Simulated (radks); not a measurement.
Results of a calculation; reference values are marked as such.
Species: Mo I. Configuration: [Kr] 4d4 5s2 (not the ground configuration). Level of theory: scalar-relativistic Kohn-Sham, PBE, spin-unpolarised, spherical densities, point nucleus (a radial shooting solver on a logarithmic mesh with Libxc functionals).

Unscreened Slater integrals over Kohn-Sham orbitals (cm^-1).

integral,value
"F0(5s,5s)",58054
"F0(5s,4d)",69965
"G2(5s,4d)",15373
"F0(5s,4p)",73961
"G1(5s,4p)",4491.4
"F0(5s,4s)",74642
"G0(5s,4s)",2834.2
"F0(4d,4d)",107940
"F2(4d,4d)",52378
"F4(4d,4d)",33679
"F0(4d,4p)",127500
"F2(4d,4p)",59709
"G1(4d,4p)",73022
"G3(4d,4p)",44185
"F0(4d,4s)",131590
"G2(4d,4s)",51224
"F0(4p,4p)",160830
"F2(4p,4p)",84449
"F0(4p,4s)",169040
"G1(4p,4s)",114420
"F0(4s,4s)",178810

Derived for the open shells (J is the average intra-shell exchange parameter used in DFT+U). 4d: Racah B = F2/49 - 5 F4/441 = 687.1 cm^-1, C = 35 F4/441 = 2673 cm^-1, C/B = 3.89, F4/F2 = 0.643, J = (F2 + F4)/14 = 6147 cm^-1.
